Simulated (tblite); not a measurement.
Species: C₃H₈SSi₂.
Bonds: C1–S2, S2–Si3, Si3–C4, C4–C5 (triple), C5–Si6. Hydrogens: H7, H8, H9 on C1; H10, H11 on Si3; H12, H13, H14 on Si6.

The geometry is computed with GFN2-xTB (gas phase).

Question: List the bond lengths, angles and torsions at this level.

Answer: 
| bond | length (bohr) | order |
| --- | --- | --- |
| C1–S2 | 3.438 | single |
| S2–Si3 | 4.073 | single |
| Si3–C4 | 3.491 | single |
| C4≡C5 | 2.290 | triple |
| C5–Si6 | 3.499 | single |
| C1–H7, C1–H8, C1–H9 | 2.052 | single |
| Si3–H10 | 2.745 | single |
| Si3–H11 | 2.764 | single |
| Si6–H12, Si6–H13, Si6–H14 | 2.768 | single |

Bonds in one row agree within 0.02 bohr and their mean is given. Orders are formal, as drawn. A selection of angles:
| angle | degrees |
| --- | --- |
| S2–C1–H7 | 109.7 |
| S2–C1–H8 | 106.9 |
| H7–C1–H8 | 109.9 |
| C1–S2–Si3 | 99.9 |
| S2–Si3–C4 | 107.0 |
| S2–Si3–H10 | 104.2 |
| S2–Si3–H11 | 108.3 |
| C4–Si3–H10 | 112.9 |
| C4–Si3–H11 | 108.9 |
| H10–Si3–H11 | 115.1 |
| Si3–C4–C5 | 175.6 |
| C4–C5–Si6 | 179.3 |
| C5–Si6–H12 | 107.7 |
| H12–Si6–H13 | 110.8 |

Dihedral angles: C1–S2–Si3–C4 54° (synclinal). The mirror-image conformer, all signs reversed, is as good.

Of the pairs four or more bonds apart, C4···H9 is among the closest relative to their van der Waals radii: 2.85 Å, 98 % of the sum of Bondi's values. Si3 (SiH2 silicon) is distorted tetrahedral (angles from 104.2° to 115.1°). Si6 (SiH3 silicon) is tetrahedral (angles from 107.6° to 111.3°).

Point group: C1 (no symmetry element, even within 0.4 Å). Its GFN2-xTB frequencies are all real (lowest 23 cm⁻¹). The numbers are those of one conformer.

Hardware: an Arm Neoverse N1 with one thread, on a shared host. Cost: 1.8 s. This is the geometry optimisation.
